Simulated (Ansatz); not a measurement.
H2Ge, triplet, geometry from GFN2-xTB (the spin is typed, not shown lowest); REVPBE/aug-cc-pVDZ run with Ansatz (a first-principles code).

Ansatz was given this input:
Ansatz 0.2 input:
```yaml
crystal:
  periodic: [false, false, false]
  atoms:
    - {symbol: Ge, position_ang: [0.00156420, 0.00038405, 0.05289050]}
    - {symbol: H, position_ang: [-0.06808960, -1.28693347, -0.83567441]}
    - {symbol: H, position_ang: [0.01803519, 1.27464401, -0.85682148]}
basis:
  gaussian:
    orbitals: aug-cc-pVDZ
hamiltonian:
  xc: revpbe
magnetization: {spin_polarized: true, initial_magnetization: 2}
accuracy: high
```

Predict the main parts of the log of this Ansatz run.


```
Functional definition: revPBE
1021 factors; integrals over basis functions are off by at most 4.5e-9 eV
mean field evaluation 1: about -56542.3217 eV, gradient 8.9e0 eV
mean field evaluation 2: about -56542.5258 eV, gradient 7.1e0 eV
mean field evaluation 4: about -56543.0016 eV, gradient 3.2e-1 eV
mean field evaluation 8: about -56543.0016 eV, gradient 1.8e-3 eV
mean field evaluation 16: about -56543.0016 eV, gradient 7.6e-8 eV
mean field -56543.00158560 eV, -2077.9169820478 hartree, gradient 5.1e-8 eV, S^2 2.002025; 0 other end points of the search recorded, 0 dependent functions left out
reference -56543.00159324 eV, -2077.9169823286 hartree; 18, 16 occupied and 36, 38 virtual orbitals, 1021 factors
Total energy: -56543.00159324 eV, -2077.9169823286 hartree
```
